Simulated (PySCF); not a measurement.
**[PtS2]-: fields on a plane**

Computed with UB3LYP in PySCF with Pt def2-SVPD with ECP60, S def2-SVPD; scalar-relativistic core potentials, no spin–orbit coupling; density-fitted integrals.

The doublet minimum has Pt–S 2.155 Å (×2); S–Pt–S 154.4°.

The plane holds Pt1 at (0.00, 0.00), S2 at (2.16, 0.00), S3 at (-1.94, 0.93) Å. Columns run from x = -4.05 to 4.35 Å, rows from y = 3.15 (top) to -1.95 Å, in steps of 0.3 Å. Other isomers or separated fragments may lie lower. Core electrons replaced by a potential are absent, the electrostatic potential uses the reduced nuclear charge, and values within about 0.7 Å of such atoms have no physical meaning.

Give the electron density (e/Å³) (cut at 5 e/Å³). Lower edges of the bins (e/Å³): '0' 0.000, '1' 0.030, '2' 0.076, '3' 0.151, '4' 0.268, '5' 0.455, '6' 0.750, '7' 1.218, '8' 1.960, '9' 3.136; top 5.00.


```
00000000000000000000000000000
00000000000000000000000000000
00000111110000000000000000000
00011223221100000000000000000
00112345432111000000000000000
00124566654222111111111100000
00135679765433332222222210000
00135799976555553333444321000
00135699976678875445666532100
00124678776799997566787642100
00123566666895598667999653100
00012344445895598667999643100
00001223334699997567786542100
00000111223578865455665431100
00000001112355543334444321000
00000000011233322222222110000
00000000000111111111111000000
00000000000000000000000000000
```

Give the electron localisation function (set to 0 where the density is under 0.005 e/Å³). Lower edges of the bins: '_' 0.000, '.' 0.093, ':' 0.185, '-' 0.278, '=' 0.370, '+' 0.463, '*' 0.556, '#' 0.648, '%' 0.741, '@' 0.833; top 0.93, each point printed twice.


```
__________::::::....______________________________________
______::--==++====::..____________________________________
____::==****##**++==::..__________________________________
__..==**##%%%%%%##**==::........__________....____________
__::++##%%@@@@@@%%##++--::..............::::----::..______
..--++%%@@@@@@##%%%%##==--::::::::..::::--==++++++==::____
..--++%%@@%%....__**%%++--------::::--==++**####****==..__
..--++%%@@--**==##::%%++----====----++**##%%@@@@%%##++--__
..--++##%%--++%%++--%%----++##++--==##%%##%%@@@@@@%%**==..
__::==**%%##..__..%%++--**%%%%##--==%%++____--@@@@%%**==..
__::--++##%%%%%%@@##--++%%____%%++==%%..@@%%..%%@@%%**==..
__..::==**%%%%@@%%++..++%%____@@++--%%..@@%%..##@@%%++--..
____::--++**####**--..--##%%%%##----%%**____::%%%%##==::..
____..::==++****==::..::++##**--..--%%@@%%##%%%%##++--..__
______..::--====--::::--++++==::..--##%%@@%%%%##++--::..__
__________..::::::::::--====--::::--**######**++--::..____
______________......::--====--::::--++****++==--::..______
__________________..::------::::..::--====----::..________
```

With open d or f shells other occupations or spin states may lie lower. The lowest empty level of this anion is unbound, so it and the gap depend on the basis. Spin–orbit coupling, left out here, can matter for elements this heavy.
